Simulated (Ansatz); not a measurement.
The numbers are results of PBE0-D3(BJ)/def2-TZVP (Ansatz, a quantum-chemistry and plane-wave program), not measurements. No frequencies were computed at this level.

Ansatz 0.2 input:
```yaml
crystal:
  periodic: [false, false, false]
  atoms:
    - { symbol: B, position_ang: [1.447122, 0.257666, 0.257513] }
    - { symbol: B, position_ang: [-0.082489, -0.006473, -0.014709] }
    - { symbol: C, position_ang: [-1.43752, -0.252121, -0.256288] }
    - { symbol: H, position_ang: [2.154516, 0.778566, -0.523827] }
    - { symbol: H, position_ang: [1.977764, -0.058954, 1.25772] }
    - { symbol: H, position_ang: [-1.956133, 0.016082, -1.165692] }
    - { symbol: H, position_ang: [-2.10326, -0.734765, 0.445283] }
basis:
  gaussian: { orbitals: def2-tzvp }
hamiltonian:
  xc: pbe0
  dispersion: d3bj
relax:
  max_steps: 150
```

Output:

```
Functional definition: PBE0
694 factors; their error is unknown
mean field evaluation 1: about -2443.5192 eV, gradient 5.0e1 eV
mean field evaluation 2: about -2436.4212 eV, gradient 6.3e1 eV
mean field evaluation 4: about -2449.5534 eV, gradient 3.1e0 eV
mean field evaluation 8: about -2449.5753 eV, gradient 2.7e-1 eV
mean field -2449.57541826 eV, -90.0202362390 hartree, gradient 3.8e-5 eV, S^2 0.000000; 0 other end points of the search recorded, 0 dependent functions left out
reference -2449.57544852 eV, -90.0202373514 hartree; 10, 10 occupied and 107, 107 virtual orbitals, 694 factors
relax step   1: F+E_penalty+E_count = -2449.65661634 eV  Δ(F+E_penalty+E_count) = +0.000e0 eV  max|allowed force component| = 9.165e-1 eV/Å  Δτ_max = 0.0000 Å  (26 SCF iters, accepted)
these checks for a lower state are left out or cut short: starts, cluster_reference, orbital_swaps, neighbouring_geometries, increment
694 factors; their error is unknown
mean field evaluation 16: about -2449.6046 eV, gradient 2.0e0 eV
mean field -2449.60394029 eV, -90.0212844043 hartree, gradient 1.3e-5 eV, S^2 0.000000; 0 other end points of the search recorded, 0 dependent functions left out
reference -2449.60397062 eV, -90.0212855190 hartree; 10, 10 occupied and 107, 107 virtual orbitals, 694 factors
relax step   2: F+E_penalty+E_count = -2449.68505593 eV  Δ(F+E_penalty+E_count) = -2.844e-2 eV  max|allowed force component| = 3.115e-1 eV/Å  Δτ_max = 0.0252 Å  (29 SCF iters, accepted)
these checks for a lower state are left out or cut short: starts, cluster_reference, orbital_swaps, neighbouring_geometries, increment
694 factors; their error is unknown
mean field -2449.54066934 eV, -90.0189592400 hartree, gradient 1.0e-5 eV, S^2 0.000000; 0 other end points of the search recorded, 0 dependent functions left out
reference -2449.54069964 eV, -90.0189603535 hartree; 10, 10 occupied and 107, 107 virtual orbitals, 694 factors
relax step   3: F+E_penalty+E_count = -2449.62165686 eV  Δ(F+E_penalty+E_count) = +6.340e-2 eV  max|allowed force component| = 9.664e-1 eV/Å  Δτ_max = 0.1154 Å  (29 SCF iters, rejected (line search))
these checks for a lower state are left out or cut short: starts, cluster_reference, orbital_swaps, neighbouring_geometries, increment
694 factors; their error is unknown
mean field evaluation 32: about -2449.6107 eV, gradient 2.8e-1 eV
mean field -2449.61087604 eV, -90.0215392885 hartree, gradient 1.8e-5 eV, S^2 0.000000; 0 other end points of the search recorded, 0 dependent functions left out
reference -2449.61090646 eV, -90.0215404066 hartree; 10, 10 occupied and 107, 107 virtual orbitals, 694 factors
relax step   4: F+E_penalty+E_count = -2449.69194493 eV  Δ(F+E_penalty+E_count) = -6.889e-3 eV  max|allowed force component| = 6.948e-2 eV/Å  Δτ_max = 0.0170 Å  (30 SCF iters, accepted)
these checks for a lower state are left out or cut short: starts, cluster_reference, orbital_swaps, neighbouring_geometries, increment
694 factors; their error is unknown
mean field -2449.61090971 eV, -90.0215405259 hartree, gradient 2.1e-5 eV, S^2 0.000000; 0 other end points of the search recorded, 0 dependent functions left out
reference -2449.61094013 eV, -90.0215416439 hartree; 10, 10 occupied and 107, 107 virtual orbitals, 694 factors
relax step   5: F+E_penalty+E_count = -2449.69200161 eV  Δ(F+E_penalty+E_count) = -5.669e-5 eV  max|allowed force component| = 3.816e-3 eV/Å  Δτ_max = 0.0029 Å  (32 SCF iters, accepted)
694 factors; their error is unknown
mean field evaluation 64: about -2449.6109 eV, gradient 1.2e-5 eV
mean field -2449.61090971 eV, -90.0215405259 hartree, gradient 2.1e-5 eV, S^2 0.000000; 1 other end points of the search recorded, 0 dependent functions left out
reference -2449.61094013 eV, -90.0215416439 hartree; 10, 10 occupied and 107, 107 virtual orbitals, 694 factors
Total energy: -2449.69203204 eV, -90.0245217164 hartree
Atom 0 at     1.460417     0.256454     0.259269 Å, force     0.003034     0.001098     0.000748 eV/Å
Atom 1 at    -0.097539    -0.016445    -0.017689 Å, force    -0.000098    -0.000782    -0.000156 eV/Å
Atom 2 at    -1.448696    -0.254145    -0.257472 Å, force    -0.003816    -0.001063     0.000264 eV/Å
Atom 3 at     2.147908     0.794247    -0.558738 Å, force     0.002034     0.000429     0.000204 eV/Å
Atom 4 at     1.970296    -0.071783     1.290452 Å, force     0.002173     0.000234     0.000315 eV/Å
Atom 5 at    -1.938095     0.032538    -1.183948 Å, force    -0.001673    -0.000314    -0.000121 eV/Å
Atom 6 at    -2.094290    -0.740865     0.468125 Å, force    -0.001654     0.000397    -0.001254 eV/Å
Dipole moment:    -0.107457    -0.018897    -0.019112 e Å
```

Cost: around 13 core-seconds (rough).
